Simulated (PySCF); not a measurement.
Species: aminodifluoroborane, BF2H2N.
SMILES with atom numbers: `[NH2:1][B:2]([F:3])[F:4]` (hydrogens: H5, H6 on N1)

Structure used (PBE0-D3(BJ)/def2-SVP), in Å, numbered top down from 1:
```xyz
6
BF2H2N angstrom
N     -0.7120   -0.0477    0.1966
B      0.6260    0.0318   -0.1841
F      1.3367    1.1345    0.0254
F      1.2376   -0.9919   -0.7692
H     -1.1927    0.7195    0.6430
H     -1.2697   -0.8753    0.0452
```

Theory: MP2 and CCSD/aug-cc-pVDZ in PySCF, restricted Hartree–Fock reference, 4 core orbitals frozen, non-relativistic, gas phase, PBE0-D3(BJ)/def2-SVP geometry.

E(HF) = -279.38879 Eh.

(1) How large is the problem?

(2) What are the MP2 and CCSD correlation energies?

(3) What is the T1 diagnostic?

(4) How does correlation change the dipole moment?

Answers

(1) 110 basis functions and 32 electrons; 4 orbitals frozen, which leaves o = 12 correlated occupied and v = 94 virtual orbitals. That is o·v = 1128 singles and o·v(o·v + 1)/2 = 636756 distinct closed-shell doubles amplitudes before symmetry; the costliest CCSD step grows as o²v⁴ = 1.1 × 10^10.

(2) MP2 -0.6632 Eh and CCSD -0.6789 Eh, which gives totals of -280.05204 and -280.06767 Eh. That is 0.770 eV for each correlated electron at CCSD (1782 kJ/mol in all, 0.242 % of the total energy); MP2 gives 97.7 % of the CCSD value.

(3) 0.0131, below the customary warning level of 0.02. It is the norm of the spatial-orbital singles amplitudes over the root of the number of correlated electrons, so the norm is 0.064.

(4) HF gives 2.75 D and CCSD (unrelaxed density) 2.65 D, a change of -0.10 D.

No triples correction and no basis-set extrapolation were made.

The job also held the EOM ionisation and excitation roots. Time: 7.9 min of wall time; peak memory 1.5 GiB. Hardware: Arm Neoverse V1, one thread, shared host with 32 logical CPUs at a one-minute load of 8.8.
